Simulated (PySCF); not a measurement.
Successive ionisation energies of one element at GMP2 (screened spin-orbit), starting from the ion with 12 electrons. Calculated with PySCF 2.14, two-component X2C-1e (Gaussian nucleus, no Breit or QED terms), each ion in its own even-tempered basis; GMP2 freezes the deep shells of the larger ions and drops the highest virtual spinors; eV.

696.00, 737.33, 1846.1, 1960.4, 2084.7, 2216.6, 2360.7, 2494.8, 2668.8, 2783.2, 11875.6, 12395.3

Task: Which element is it?

Result: Zinc (Zn, Z = 30); the list starts at Zn¹⁸⁺. The hydrogenic estimate 13.606 eV × (q + 1)²/n² with q = 18 and n = 3 gives 545.74 eV for the first entry, a lower bound because the other electrons screen the nucleus only in part.
